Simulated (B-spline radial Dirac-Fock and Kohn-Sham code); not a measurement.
**Compton profile of W³⁸⁺**

System: tungsten as W³⁸⁺ in the configuration [Ar] 3d10 4s2 4p6.

Method: the impulse approximation on Dirac-Fock orbitals of the configuration average with a finite nucleus. Computed with an atomic code on a B-spline grid. pz is in atomic units of momentum; subshell profiles are per electron, for a selection of subshells; open shells are spread over both j values by their weights.

```
 pz   J total   J 3p3/2   J 3d5/2   J 4p1/2   J 4p3/2
  0     1.784    0.0486    0.0323    0.0879    0.0915
0.4     1.779    0.0486    0.0323    0.0879    0.0915
0.5     1.776    0.0486    0.0323    0.0879    0.0915
0.6     1.772    0.0486    0.0323    0.0879    0.0915
0.8     1.762    0.0486    0.0323    0.0878    0.0914
  1     1.749    0.0486    0.0323    0.0877    0.0912
1.2     1.734    0.0486    0.0323    0.0874    0.0909
1.4     1.716    0.0486    0.0323    0.0870    0.0904
1.6     1.695    0.0485    0.0323    0.0864    0.0896
1.8     1.671    0.0485    0.0323    0.0855    0.0886
  2     1.645    0.0484    0.0323    0.0844    0.0873
2.5     1.569    0.0482    0.0323    0.0804    0.0824
  3     1.481    0.0477    0.0323    0.0743    0.0753
  4     1.289    0.0461    0.0322    0.0574    0.0561
  5     1.107    0.0434    0.0320    0.0386    0.0360
  7    0.8522    0.0346    0.0308    0.0136    0.0124
 10    0.6323    0.0188    0.0261   0.00787   0.00862
 15    0.3487   0.00434    0.0147   0.00399   0.00338
 20    0.1959   0.00210   0.00651  0.000875  0.000749
 30   0.07783   0.00168   0.00105  0.000464  0.000525
 40   0.03661  0.000782  0.000186  0.000289  0.000263
 60   0.01151  0.000127  9.84e-06  6.34e-05  4.28e-05
100  0.002258  6.27e-06    < 1e-6  4.80e-06  2.06e-06
```

J(0) = 1.784. The 4p3/2 subshell gives the largest part, 21 %.

Mean momentum ⟨p⟩ by subshell (a.u.): 1s1/2 77.0, 2s1/2 27.5, 2p1/2 36.3, 2p3/2 32.1, 3s1/2 14.2, 3p1/2 16.9, 3p3/2 15.7, 3d3/2 18.7, 3d5/2 18.3, 4s1/2 8.50, 4p1/2 9.52, 4p3/2 9.09.
